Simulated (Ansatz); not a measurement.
C$_{5}$H$_{15}$FN$_{2}$SeTi, SMILES `C[Se][Ti]([F])([N](C)C)[N](C)C` from Hartree–Fock to CCSD(T)

Z-matrix (Å, degrees):
```
Ti
C 1 2.921
C 1 3.004 2 106.2
N 1 1.863 2 122.7 3 -14.9
C 1 2.923 2 48.8 3 56.5
Se 1 2.443 2 121.5 3 114.3
F 1 1.783 2 86.9 3 -131.6
C 1 2.813 2 140.5 3 -43.6
N 1 1.870 2 24.5 3 55.3
H 2 1.099 1 123.4 3 -132.0
H 2 1.092 1 78.4 3 124.0
H 2 1.099 1 124.1 3 20.0
H 3 1.091 1 82.7 2 35.1
H 3 1.099 1 123.2 2 -71.7
H 3 1.098 1 121.8 2 142.0
H 5 1.099 1 123.2 2 -78.4
H 5 1.099 1 124.2 2 73.4
H 5 1.092 1 78.5 2 176.8
C 6 1.965 1 97.6 2 40.8
H 8 1.098 1 125.3 2 -17.0
H 8 1.098 1 123.5 2 141.0
H 8 1.094 1 74.4 2 -118.1
H 19 1.088 6 110.2 1 62.4
H 19 1.089 6 107.4 1 -178.5
H 19 1.089 6 110.2 1 -59.4
```

Total charge 0; spin multiplicity 1. Correlated methods include outer-core shells of Se, Ti, which these sets cover unevenly. Scalar relativity is left out up to krypton. The geometry is a stationary point of PBE0-D4/def2-TZVP. It is one conformer, not always the lowest. Frozen core, restricted reference, Ansatz.

| basis | HF (Eh) | MP2 corr. | CCSD corr. | (T) | CCSD(T) total |
| --- | --- | --- | --- | --- | --- |
| def2-SVP | -3654.06633 | -1.82410 | ? | -0.07604 | ? |
| def2-TZVPP | ? | ? | -2.34357 | -0.11358 | ? |
| def2-QZVPP | -3655.03245 | ? | – | – | – |

(1) Fill in the withheld values. (An estimate is asked.)

Answers

(1) The calculation gave: def2-SVP CCSD corr.: -1.89498; def2-SVP CCSD(T) total: -3656.03735; def2-TZVPP HF (Eh): -3654.95126; def2-TZVPP MP2 corr.: -2.29321; def2-TZVPP CCSD(T) total: -3657.40841; def2-QZVPP MP2 corr.: -2.74032.
